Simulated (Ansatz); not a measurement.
Reaction (hydrogenolysis of a Te–Si bond): `F[SiH2][TeH]` + H₂ → H₂Te + `F[SiH3]`

Gas-phase electronic energies from Ansatz, PBE0-D4/def2-TZVP geometries. CCSD(T)/CBS adds triple-zeta CCSD(T) − MP2 to the extrapolated MP2 energy (def2 sets, frozen cores). This one scheme is used for every species. DFT in def2-TZVPP. B3LYP here is the variant with VWN-RPA as its local correlation; programs differ in this. HSE06 is defined as in plane-wave codes. Elements past krypton have def2 core potentials. For Te outer-core shells are correlated without core-valence functions, which leaves a few kJ/mol of doubt a bond.

`F[SiH2][TeH]`:

```xyz
6

F    -0.057    0.847    1.647
Si    0.508    0.061    0.374
Te   -0.825    0.483   -1.667
H     1.873    0.564    0.095
H     0.497   -1.378    0.713
H    -1.996   -0.576   -1.162
```

H₂:

Cartesian coordinates in Å:
```
H -0.275 -0.218 0.127
H 0.275 0.218 -0.127
```

H₂Te:

Cartesian coordinates in Å:
```
Te 0.087 0.388 0.668
H -1.075 0.341 -0.510
H 0.988 -0.730 -0.157
```

`F[SiH3]`:

Z-matrix (Å, degrees):
```
Si
F 1 1.600
H 1 1.482 2 108.3
H 1 1.482 2 108.3 3 -120.0
H 1 1.482 2 108.3 3 120.0
```

| level | ΔE (kJ/mol) | difference from CCSD(T)/CBS |
| --- | --- | --- |
| LDA (SPW92) | 46.7 | 3.0 |
| PBE-D4 | 50.7 | 7.0 |
| revPBE-D4 | 52.2 | 8.5 |
| BLYP-D4 | 43.0 | -0.7 |
| B97M-V | 34.1 | -9.6 |
| PBE0-D4 | 46.1 | 2.4 |
| B3LYP-D4 | 39.6 | -4.1 |
| r2SCANh-D4 | 46.1 | 2.4 |
| r2SCAN0-D4 | 44.5 | 0.8 |
| HSE06-D4 | 46.3 | 2.6 |
| BHLYP-D4 | 35.7 | -8.0 |
| CAM-B3LYP-D4 | 31.7 | -12.0 |
| ωB97X-V | 36.9 | -6.8 |
| ωB97M-V | 39.0 | -4.7 |
| B2PLYP | 35.0 | -8.7 |
| PBE-QIDH | 42.2 | -1.5 |
| PBE | 45.0 | 1.3 |
| revPBE | 42.9 | -0.8 |
| BLYP | 31.9 | -11.8 |
| r2SCAN | 46.0 | 2.3 |
| B3LYP | 30.3 | -13.4 |
| r2SCANh | 44.8 | 1.1 |
| r2SCAN0 | 42.9 | -0.8 |
| HSE06 | 41.5 | -2.2 |
| CAM-B3LYP | 26.4 | -17.3 |
| RPA@PBE/def2-TZVPP | 27.3 | -16.4 |
| HF/def2-SVP | 6.4 | -37.3 |
| MP2/def2-SVP | 29.5 | -14.2 |
| CCSD/def2-SVP | 17.4 | -26.3 |
| CCSD(T)/def2-SVP | 20.8 | -22.9 |
| HF/def2-TZVPP | 13.0 | -30.7 |
| MP2/def2-TZVPP | 45.6 | 1.9 |
| SCS-MP2/def2-TZVPP | 35.4 | -8.3 |
| CCSD/def2-TZVPP | 28.9 | -14.8 |
| CCSD(T)/def2-TZVPP | 34.3 | -9.4 |
| HF/def2-QZVPP | 13.2 | -30.5 |
| SCS-MP2/def2-QZVPP | 40.6 | -3.1 |
| HF/CBS(def2) | 13.3 | -30.4 |
| MP2/CBS(def2) | 55.0 | 11.3 |
| CCSD/CBS(def2) | 38.3 | -5.4 |
| CCSD(T)/CBS | 43.7 | 0 |

Largest T1 diagnostic among the species: 0.011.

The D4 term adds +9.3 kJ/mol with B3LYP and +4.9 kJ/mol with PBE0; it sums over pairs of atoms, weighted by their polarisabilities, and B3LYP, whose exchange is more repulsive, gets the larger term. In def2-TZVPP, CCSD(T) changes the Hartree–Fock value by +21.2 kJ/mol (the triples alone add +5.3 kJ/mol) and MP2 by +32.5 kJ/mol.
